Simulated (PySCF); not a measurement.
PySCF input for GaH7Si2, SMILES [SiH3][GaH][SiH3], C-PCM-ωB97X/def2-SVP. Geometry: ωB97X-D3(BJ)/def2-SVP.

```python
import numpy as np
from pyscf import gto, scf, dft
from pyscf.solvent import pcm

mol = gto.M(
    atom='''
    Ga    0.00000000    0.00000000   -0.61447865
    H    -0.00000000   -0.00000001   -2.18789714
    Si   -2.08389584   -0.00305019    0.57593016
    H    -2.47010157    1.41788495    0.85029384
    H    -1.96425120   -0.69727075    1.89454770
    H    -3.19853102   -0.63895486   -0.18949614
    Si    2.08389584    0.00305019    0.57593016
    H     1.96425120    0.69727076    1.89454769
    H     3.19853102    0.63895486   -0.18949615
    H     2.47010157   -1.41788494    0.85029385
    ''',
    basis='def2-SVP',
    charge=0,
    spin=0,
    max_memory=1600,
    verbose=3,
)
mf = dft.RKS(mol, xc='wb97x').density_fit(auxbasis='def2-universal-jkfit')
mf.grids.level = 3
mf.conv_tol = 1e-9
mf.max_cycle = 100
mf.kernel()
res = {}
for name, eps in {'water': 78.355, 'diethylether': 4.24, 'N,N-dimethylformamide': 37.219}.items():
    s = mf.PCM()
    s.with_solvent.method, s.with_solvent.eps, s.with_solvent.lebedev_order = 'C-PCM', eps, 29
    s.kernel(mf.make_rdm1())
    res[name] = (s.e_tot, eps, s.dip_moment(), s.mo_energy, s.converged)
    print(f'{name}: electrostatic solvation free energy {(s.e_tot - mf.e_tot) * 627.509474:.3f} kcal/mol')
```

Output:

```
converged SCF energy = -2507.62832020424

WARN: PCM is an experimental feature. It is still in testing.
Features and APIs may be changed in the future.

converged SCF energy = -2507.63274980992
Dipole moment(X, Y, Z, Debye):  0.00000, -0.00000, -0.37551
water: electrostatic solvation free energy -2.780 kcal/mol

WARN: PCM is an experimental feature. It is still in testing.
Features and APIs may be changed in the future.

converged SCF energy = -2507.63164117505
Dipole moment(X, Y, Z, Debye):  0.00000, -0.00000, -0.34850
diethylether: electrostatic solvation free energy -2.084 kcal/mol

WARN: PCM is an experimental feature. It is still in testing.
Features and APIs may be changed in the future.

converged SCF energy = -2507.63267750224
Dipole moment(X, Y, Z, Debye):  0.00000, -0.00000, -0.37373
N,N-dimethylformamide: electrostatic solvation free energy -2.734 kcal/mol
```

The run converged.

Cost: about 70 core-seconds (a rough figure).
